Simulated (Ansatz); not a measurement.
Breaking a bond: SiB (cation, charge +1), lowest triplet found (which spin is the ground state isn't settled by this scan).

Computed with: UCCSD = CCSD on UHF/aug-cc-pVDZ, frozen core (Ansatz, a program for electronic structure); UKS-B3LYP = Ansatz with unrestricted B3LYP/aug-cc-pVDZ; UCCSDT(Q) = CCSDT(Q) on UHF/aug-cc-pVDZ, frozen core (Ansatz).

Total energies in hartree (comparable only within one method and basis):

```
R / Å       UCCSD   UKS-B3LYP   UCCSDT(Q)
-----  ----------  ----------  ----------
2.04   -313.28945  -313.84459  -313.29692
2.10   -313.29127  -313.84579  -313.29871
2.22   -313.29153  -313.84490  -313.29892
2.30   -313.29015  -313.84278  -313.29748
2.44   -313.28638  -313.83766  -313.29342
2.64   -313.27988  -313.82946  -313.28631
2.87   -313.27216  -313.82063  -313.27794
3.15   -313.26317  -313.81173  -313.26837
3.46   -313.25405  -313.80421  -313.25887
3.81            —  -313.79796           —
4.26            —  -313.79244           —
4.85            —  -313.78839           —
5.62            —  -313.78671           —
6.69            —  -313.78728           —
```

A dash means that the run gave no value there, or that the column was ended at a point which the program doubted or which failed a test of continuity chosen for this set; such a test can also cut sound points.

The scan ran from 1.41 to 6.69 Å; beyond the distances shown full CI changes its symmetry label. The unrestricted determinant behind UCCSD, UCCSDT(Q) is spin-contaminated at 2.04 Å (<S²> up to 2.2, against 2.00 for a pure triplet).
